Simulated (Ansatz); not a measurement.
`[NH2][SnH2][SiH2]O` + `C[NH][GeH3]` → `C[N]([GeH3])[SiH2]O` + `[NH2][SnH3]`  (cleavage of the Si–Sn bond)

Program: Ansatz. Geometries: PBE0-D4/def2-TZVP. ΔE: electronic, gas phase. CCSD(T)/CBS is the MP2 limit (def2-TZVPP, def2-QZVPP) plus CCSD(T) − MP2 in def2-TZVPP, frozen cores. DFT in def2-TZVPP. B3LYP here is the variant with VWN-RPA as its local correlation; programs differ in this. Elements past krypton have def2 core potentials. For Ge, Sn outer-core shells are correlated without core-valence functions, which leaves a few kJ/mol of doubt a bond. Scalar relativity is left out up to krypton. Each species was taken in one conformer, which may not be the lowest.

| level | ΔE (kcal/mol) |
| --- | --- |
| PBE-D4 | -6.4 |
| r2SCAN-D4 | -9.8 |
| B3LYP-D4 | -10.6 |
| PBE | -5.8 |
| B3LYP | -9.8 |
| SCS-MP2/def2-TZVPP | -14.5 |
| CCSD(T)/def2-TZVPP | -13.2 |
| CCSD/CBS(def2) | -12.0 |

**Question.** What does CCSD(T)/CBS give? (Estimate.)

**Answer.** Ansatz gave: -11.4 kcal/mol. The listed levels differ from it by 5.0, 1.6, 0.8, 5.6, 1.6, -3.1, -1.8, -0.6 kcal/mol.

Largest T1 diagnostic among the species: 0.013.

In def2-TZVPP, CCSD(T) changes the Hartree–Fock value by +4.0 kcal/mol (the triples alone add +0.6 kcal/mol) and MP2 by +3.7 kcal/mol. The D4 term adds −0.8 kcal/mol with B3LYP and −0.5 kcal/mol with PBE0; it sums over pairs of atoms, weighted by their polarisabilities, and B3LYP, whose exchange is more repulsive, gets the larger term. From PBE to PBE0 (25 % exact exchange), in def2-TZVPP and without D4, ΔE moves by −2.3 kcal/mol.
